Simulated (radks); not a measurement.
Values are calculated unless marked as measured or tabulated.
Problem. The tellurium anion Te2-, [Xe], held by a Watson sphere: a shell of charge +2 at radius R that stands for the Madelung well of a crystal (potential energy -2/R inside, -2/r outside, in hartree with lengths in bohr). Code: a radial shooting solver on a logarithmic mesh with Libxc functionals. Model: scalar-relativistic Kohn-Sham, PBEsol, spin-polarised, spherical densities, point nucleus. Response by self-consistent Sternheimer equations with the Hartree and adiabatic LDA kernel, the relativistic mass of each level held fixed and spin-orbit coupling left out. The sphere does not respond.

| R (bohr) | e(4d) (eV) | e(5s) (eV) | e(5p) (eV) | <r> 5p (bohr) | sum of <r^2> (bohr^2) | X-ray form factor at sin(theta)/lambda = 0.1 1/angstrom | alpha (bohr^3) |
|---|---|---|---|---|---|---|---|
| 2.63 | -40.567 | -15.917 | -7.126 | 2.658 | 78.19 | 49.261 | 44.91 |
| 3.44 | -39.507 | -14.289 | -5.961 | 2.859 | 86.86 | 48.944 | 65.44 |
| 3.63 | -39.313 | -13.971 | -5.688 | 2.901 | 88.80 | 48.883 | 71.53 |
| 3.84 | -39.107 | -13.643 | -5.394 | 2.946 | 90.89 | 48.822 | 78.85 |
| 3.89 | -39.059 | -13.569 | -5.325 | 2.956 | 91.38 | 48.808 | 80.69 |
| 4.13 | -38.834 | -13.229 | -5.004 | 3.003 | 93.69 | 48.747 | 90.03 |

Estimate the row for R = 4.78 bohr.

Solution. e(4d) (eV) -38.261; e(5s) (eV) -12.436; e(5p) (eV) -4.211; <r> 5p (bohr) 3.117; sum of <r^2> (bohr^2) 99.63; X-ray form factor at sin(theta)/lambda = 0.1 1/angstrom 48.615; alpha (bohr^3) 120.1.
